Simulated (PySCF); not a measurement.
4-sulfanylbutanal (C4H8OS), SMILES C(S)CCC=O.

Geometry optimised at PBE-D3(BJ)/def2-SVP. Other conformers were not sampled.

Computed with PySCF with TDA-M06-2X/def2-SVPD.

Vertical excitations. The molecule is in vacuum.

| state | energy (eV) | λ (nm) | f | main pairs |
|---|---|---|---|---|
| S1 | 3.97 | 312 | 0.000 | HOMO−1→LUMO 94 % |
| S2 | 5.32 | 233 | 0.001 | HOMO→LUMO+1 64 % |
| S3 | 6.15 | 201 | 0.031 | HOMO→LUMO+2 76 %, HOMO→LUMO+1 16 % |
| S4 | 6.58 | 188 | 0.002 | HOMO→LUMO 96 % |
| S5 | 7.28 | 170 | 0.002 | HOMO→LUMO+5 54 %, HOMO→LUMO+7 15 %, HOMO→LUMO+1 10 % |
| S6 | 7.39 | 168 | 0.027 | HOMO→LUMO+4 46 %, HOMO→LUMO+3 23 %, HOMO→LUMO+7 11 %, HOMO→LUMO+5 9 % |
| S7 | 7.48 | 166 | 0.023 | HOMO→LUMO+4 42 %, HOMO→LUMO+6 18 %, HOMO→LUMO+3 16 %, HOMO→LUMO+7 9 % |
| S8 | 7.68 | 161 | 0.017 | HOMO−1→LUMO+3 61 %, HOMO−1→LUMO+1 26 % |
| S9 | 7.89 | 157 | 0.047 | HOMO→LUMO+3 36 %, HOMO→LUMO+7 30 %, HOMO→LUMO+5 21 % |
| S10 | 8.04 | 154 | 0.004 | HOMO−1→LUMO+1 52 %, HOMO−1→LUMO+3 17 %, HOMO−1→LUMO+5 8 %, HOMO−1→LUMO+6 8 % |
| T1 | 3.47 | 358 | 0 | HOMO−1→LUMO 93 % |
| T2 | 4.97 | 250 | 0 | HOMO→LUMO+1 57 %, HOMO→LUMO+7 11 %, HOMO→LUMO+2 9 %, HOMO→LUMO+5 9 % |
| T3 | 5.79 | 214 | 0 | HOMO→LUMO+2 67 %, HOMO→LUMO+1 13 % |
| T4 | 6.00 | 207 | 0 | HOMO−3→LUMO 41 %, HOMO−6→LUMO 39 %, HOMO−8→LUMO 8 % |
Triplets are in the Tamm–Dancoff approximation.
